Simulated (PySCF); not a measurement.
Input for PySCF:
```python
from pyscf import gto, scf, dft

mol = gto.Mole()
mol.atom = '''
    N    -0.00000000   -0.00000000   -0.54911021
    N     0.00000000    0.00000000    0.54911021
'''
mol.basis = '6-31g**'
mol.verbose = 4
mol.build()

mf = dft.RKS(mol)
mf.xc = 'wb97x_v'
mf = mf.density_fit(auxbasis='def2-universal-jkfit')
mf.kernel()
```

Q: What does this run give for the HOMO-LUMO gap, dipole moment, HOMO energy, Mulliken (on the basis functions themselves) charges in atom order?

A: 
* **HOMO-LUMO gap**: 16.99 eV
* **dipole moment**: 0.00 D
* **HOMO energy**: -14.56 eV
* **Mulliken (on the basis functions themselves) charges in atom order**: N1 0.00, N2 0.00
